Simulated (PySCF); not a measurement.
Removal energies of Cd from EOM-IP-GCCSD

Reference: closed-shell Cd, [Kr] 4d10 5s2; one electron is removed. Calculated with PySCF 2.14, two-component X2C-1e with screened spin-orbit coupling, x2c-TZVPPall-2c with one added diffuse shell each of s, p, d, f type (9s10p8d3f1g, 109 functions); frozen [Ar] 3d10; the 8 highest virtual spinors dropped; of the others 88 kept and the rest restored at second order. No Breit or QED terms. Binding energies in eV.

```tsv
level	Koopmans	second order	EOM-CCSD	NIST
4d3/2	20.113	16.517	18.086	18.279
4d5/2	19.290	15.848	17.345	17.581
5s1/2	7.655	8.943	8.910	8.994
```

In EOM-CCSD the overlap with the one-orbital guess is low for 4d5/2 (weight 0.87). That can mean mixing with two-hole, one-particle states, where second order and EOM-CCSD lose accuracy, or only a rotation among the degenerate components of the shell; the terms of those configurations are not listed.

Only part of the computed levels is shown.

Where second order misses EOM-CCSD by more than 1 eV, it overshoots the relaxation and correlation of that hole or particle, which higher orders damp.
